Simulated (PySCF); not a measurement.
Compound: C6H6FOS (doublet state).
Cartesian coordinates in Å at the GFN2-xTB level; atoms count from 1:
```xyz
15
C6H6FOS angstrom
C      2.4831   -0.7914    0.2038
C      1.7755   -0.0978   -0.6806
C      0.3705    0.2381   -0.5455
C     -0.3374    0.9004   -1.4373
S     -2.0628    1.2258   -1.1135
O     -2.8282    0.2490   -1.8834
C     -1.8177    0.4034    0.6019
F     -1.9867    1.3918    1.5351
C     -0.4179   -0.1909    0.6871
H      2.0633   -1.1676    1.1214
H      3.5234   -1.0085    0.0346
H      2.2383    0.2616   -1.5891
H     -2.6321   -0.3143    0.7290
H      0.0767    0.1893    1.5833
H     -0.4527   -1.2807    0.7312
```

The hyperfine couplings belong to this conformer and change with its torsions.

As a line formula: `[S@@]1([C]=C(C[C@H]1F)C=C)=O` [radical].

Computed, not measured: PySCF, UKS B3LYP, pcH-1 on C F H O S, non-relativistic, mean-field spin-orbit, GIAO. The structure is a single GFN2-xTB conformer in the gas phase; no vibrational or solvent corrections. Couplings are sensitive to structure, and on GFN2-xTB geometries they can be far from those on DFT ones. Stability of the SCF solution: not tested.

Problem. Break the g tensor into its mass correction, gauge correction and orbital-Zeeman/spin–orbit terms.

Solution. 
```csv
Δg (ppm),1,2,3
relativistic mass correction,-173,-173,-173
gauge correction,37,-24,6
orbital Zeeman/spin–orbit,-361,-19,1283
total,-497,-216,1116
```

So g = 2.00182, 2.00210, 2.00343 and g_iso = 2.00245; the tensor is rhombic: the two nearest values differ by 17 % of g3 − g1. Axes: g1 points within 6° of the C2–C3 bond.

Problem. At 94.388 GHz, how far is the centre of the isotropic spectrum from where a free electron (g = 2.002319) resonates?

Solution. B = hν/(g μB) with μB/h = 13.99624 MHz/mT gives 3368.00 mT for the free electron and 3367.77 mT at g_iso, 0.23 mT lower.

Problem. What are the electron Larmor frequencies g μB B/h along the three axes at 3350 mT?

Solution. 93.8603, 93.8734, 93.9359 GHz for g1, g2 and g3, a range of 75.6 MHz.

Problem. In a frozen sample, at which fields do the three g values resonate at 9.5, 34, 94 and 263 GHz (hyperfine left aside), and which band first spreads them over more than twice a line width of 1.0 mT?

Solution. 
```csv
band,GHz,B(g3) mT,B(g2) mT,B(g1) mT,spread mT
X,9.5,338.79,339.02,339.07,0.27
Q,34.0,1212.53,1213.34,1213.51,0.98
W,94.0,3352.29,3354.52,3354.99,2.70
J,263.0,9379.27,9385.51,9386.82,7.55
```

The spread grows in proportion to the frequency. W band is the first where it exceeds 2.0 mT.

The Mulliken spin populations are largest on C4 (+0.95), C3 (-0.12), C9 (+0.07) and C7 (+0.06). No atom but C4 exceeds +0.15.

The HOMO–LUMO gaps are 4.86 eV among the α and 2.90 eV among the β orbitals.
